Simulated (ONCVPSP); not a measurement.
Pt: excitation energies, all-electron against ONCV

```json
{"Element": "Pt", "Generator": "ONCVPSP 4.0.1", "Type": "optimised norm-conserving Vanderbilt (ONCV)", "Functional": "PBE", "Relativity": "scalar-relativistic", "Frozen core": "[Kr] 4d10 4f14", "Valence charge": "18", "Reference configuration": "5s2 5p6 5d9 6s1", "Partial waves": "5s+6s: rc 1.35 bohr, ncon 3, nbas 7, qcut 9.4 1/bohr, 2 projectors; 5p: rc 1.35 bohr, ncon 4, nbas 7, qcut 11.4 1/bohr, 2 projectors, debl 1.5 Ha; 5d: rc 1.40 bohr, ncon 3, nbas 7, qcut 7.7 1/bohr, 2 projectors, debl 1.7 Ha", "Local potential": "polynomial inside 1.20 bohr (lpopt 4, dvloc0 2 Ha)", "Core correction": "polynomial model core, fcfact 0.55"}
```

In the p channel the program set the typed energies aside and used -2.059, 0.250 Ha.

Energies are relative to the spin-unpolarised reference configuration 5s2 5p6 5d9 6s1; without spin polarisation the order of configurations can differ from experiment.

(1) Give the all-electron excitation energy and the error of the potential for: 5s2 5p6 5d9 6s0; 5s2 5p6 5d8 6s0; 5s2 5p6 5d7 6s0; 5s2 5p6 5d6 6s0.

Levels in the configuration 5s2 5p6 5d7 6s0:

```json
{"level": "5s", "all-electron (eV)": "-137.037", "pseudo (eV)": "-137.075"}
{"level": "5p", "all-electron (eV)": "-90.848", "pseudo (eV)": "-90.871"}
{"level": "5d", "all-electron (eV)": "-38.765", "pseudo (eV)": "-38.774"}
```

Answers

(1)

```
valence configuration  charge  ΔE all-electron (eV)  error AE − PS (meV)
      5s2 5p6 5d9 6s0      +1                 9.194                 -4.6
      5s2 5p6 5d8 6s0      +2                29.160                 -6.4
      5s2 5p6 5d7 6s0      +3                61.377                  -18
      5s2 5p6 5d6 6s0      +4               107.030                  -46
```
